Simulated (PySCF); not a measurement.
C6H8F2OS.
SMILES with atom numbers: `[CH3:1][C@:2]1([O:3][CH:4]([F:5])[F:6])[CH2:7][CH2:8][C:9]1=[S:10]`

Structure used (GFN2-xTB), in Å, numbered top down from 1:
```
atom  x, y, z in Å
C1     0.0509    1.3657    0.8814
C2    -0.0719    0.2082   -0.1000
O3     1.1136    0.0330   -0.8790
C4     2.2524   -0.2674   -0.2227
F5     2.9546    0.8554    0.0977
F6     3.0470   -0.9630   -1.0516
C7    -1.3082    0.2441   -1.0263
C8    -1.8921   -0.9758   -0.2917
C9    -0.6370   -1.0635    0.5181
S10   -0.0854   -2.1011    1.6158
H11    0.3475    2.2643    0.3454
H12   -0.9037    1.5361    1.3718
H13    0.7980    1.1466    1.6414
H14    2.1212   -0.8486    0.7068
H15   -1.8911    1.1580   -0.9632
H16   -1.0358    0.0483   -2.0589
H17   -2.0871   -1.8554   -0.9042
H18   -2.7815   -0.7787    0.3073
```

Definitions: NICS(0) = −σiso at the ring centroid; NICS(1) = −σiso and NICS(1)zz = −σzz at ±1 Å along the ring normal z. Level: GIAO PBE0/pcSseg-1 (PySCF, non-relativistic, gas phase) on the GFN2-xTB geometry, one conformer.

Ring bond lengths (Å), with Mayer bond orders in brackets: C2–C7 1.545 (1.02), C7–C8 1.539 (1.07), C8–C9 1.496 (1.00), C9–C2 1.523 (0.86).

Problem. Give the NICS values of each ring in ppm.

Solution. 
```json
{"ring": "C2–C7–C8–C9", "type": "4-membered carbocycle; formal bonds all single", "NICS(0)": "11.1", "NICS(1), two faces": "0.2 / -1.1", "NICS(1)zz, two faces": "3.1 / 1.0", "rms pucker (Å)": "0.03", "centre to ring atoms, mean (Å)": "1.08"}
```

Problem. What do they say, and how far can they be read as aromaticity?

Solution. 
- C2–C7–C8–C9: mean NICS(1)zz 2.1 ppm, near zero. C2, C7, C8 have four or more neighbours; no verdict on aromaticity is drawn. NICS(0) lies 11 ppm above the mean NICS(1).

Problem. What field does 9.4 T along the ring normal induce along that normal at the second NICS(1) probe listed for ring C2–C7–C8–C9, 1 Å off the ring?

Solution. NICSzz × B0 = 1.0 ppm × 9.4 T = 9 μT, along the applied field.
